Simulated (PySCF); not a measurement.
Working out the excitation energy of Si⁺

Si⁺ [Ne] 3s2 3p1 (2P) → Si⁺ [Ne] 3s1 3p1 4s1 (4P). Calculation: PySCF 2.14, in aug-cc-pVDZ-DK (5s4p2d, 27 functions); the spin-free X2C one-electron Hamiltonian (Gaussian nucleus). Frozen: [Ne]. Energies in hartree (1 hartree = 27.21139 eV):

| part | Si⁺ (lower) | Si⁺ (upper) |
| --- | --- | --- |
| UHF | -289.172159 | -288.690964 |
| CCSD correlation | -0.053443 | -0.011449 |
| (T) | -0.000678 | -0.000082 |

Task: What does Hartree-Fock give?

Result: (-288.690964) − (-289.172159) = 0.481195 hartree = 13.094 eV.

Task: What do CCSD and CCSD(T) give?

Result: The CCSD correlation energies differ by 0.041994 hartree = 1.143 eV and the triples by 0.000596 hartree = 0.016 eV, so CCSD gives 14.237 eV and CCSD(T) 14.253 eV.

Measured between the centres of the two terms (NIST): 14.490 eV, so CCSD(T) (valence) is off by -0.237 eV.

A double-zeta basis recovers only part of the correlation energy.

The coupled-cluster amplitudes are large, so a single reference is strained.

What remains against the reference includes basis incompleteness, the frozen core and higher excitations.
